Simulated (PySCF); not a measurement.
H2O4W, singlet, at a GFN2-xTB geometry (such geometries of metal compounds can be far from the true shape) (core potentials on W).

PySCF was given this input:
```python
from pyscf import gto, scf, dft

mol = gto.M(
    atom='''
W     0.04245152    0.00010856    0.00617511
O     1.16227353    0.78461633   -0.99567295
O     0.83435974   -0.77951039    1.28610829
O    -0.90205874   -1.26075159   -0.99386071
H    -1.13046067   -2.02030589   -1.54734730
O    -1.15412496    1.25549336    0.69476301
H    -1.53454846    2.01349073    1.15968831
''',
    basis='def2-sv(p)',
    ecp={'W': 'def2-sv(p)'},
    verbose=3,
)

mf = dft.RKS(mol)
mf.xc = 'camb3lyp'
mf = mf.density_fit(auxbasis='def2-universal-jkfit')
mf.kernel()
```

Q: Give the HOMO-LUMO gap at the level DF-CAMB3LYP/def2-SV(P) (PySCF).

A: 9.80 eV

Q: Predict the total energy from DF-CAMB3LYP/def2-SV(P).

A: -368.919052 Ha
